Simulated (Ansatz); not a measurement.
GeCl2, SMILES [Cl][Ge][Cl] (connectivity only; charge and spin as stated), neutral, multiplicity 1.

The structure is a stationary point at PBE0-D3(BJ)/def2-TZVP. The isomer is the one that the SMILES or the coordinates give; other isomers of the formula were not compared.

Two levels are set side by side: PBE/def2-TZVPD (Ansatz, a quantum-chemistry and plane-wave program) and PBE0/def2-TZVPD (Ansatz). Energy differences of separate SCF runs at the same geometry; the states with an electron removed or added have multiplicity 2 and 2. Differences are taken from unrounded values.

```csv
quantity,PBE0
vertical ionisation energy (eV),10.30
vertical electron affinity (eV),1.23
vertical singlet–triplet gap (eV),2.73
```

Problem. What does PBE give, and how far is it from PBE0? (The exact figures need the calculation; the answer reports its results.)

Solution. 
| quantity | PBE | PBE minus PBE0 |
|---|---|---|
| vertical ionisation energy (eV) | 10.12 | -0.18 |
| vertical electron affinity (eV) | 1.10 | -0.14 |
| vertical singlet–triplet gap (eV) | 2.80 | 0.07 |
